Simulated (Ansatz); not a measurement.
Wavefunction ladder for CH$_{3}$FGeTe (`[F][GeH]1[CH2][Te]1`)

Z-matrix (Å, degrees):
```
Ge
C 1 1.914
Te 1 2.484 2 59.5
F 1 1.735 2 114.5 3 -109.4
H 1 1.524 2 126.3 3 113.6
H 2 1.084 1 120.1 3 -106.4
H 2 1.084 1 117.4 3 105.9
```

The species carries charge 0 and has multiplicity 1. Correlated methods include outer-core shells of Ge, Te, which these sets cover unevenly. Scalar relativity is left out up to krypton. Te: def2 effective core potential. Geometry: relaxed with PBE0-D4/def2-TZVP. Frozen core, restricted reference, Ansatz 0.2.0.

| basis | HF (Eh) | MP2 corr. | CCSD corr. | (T) | CCSD(T) total |
| --- | --- | --- | --- | --- | --- |
| def2-SVP | -2481.05149 | -0.66992 | -0.68712 | -0.02117 | -2481.75978 |
| def2-TZVPP | -2481.50460 | -1.13579 | -1.11660 | -0.03879 | -2482.65999 |
| def2-QZVPP | -2481.55503 | -1.59452 | – | – | – |
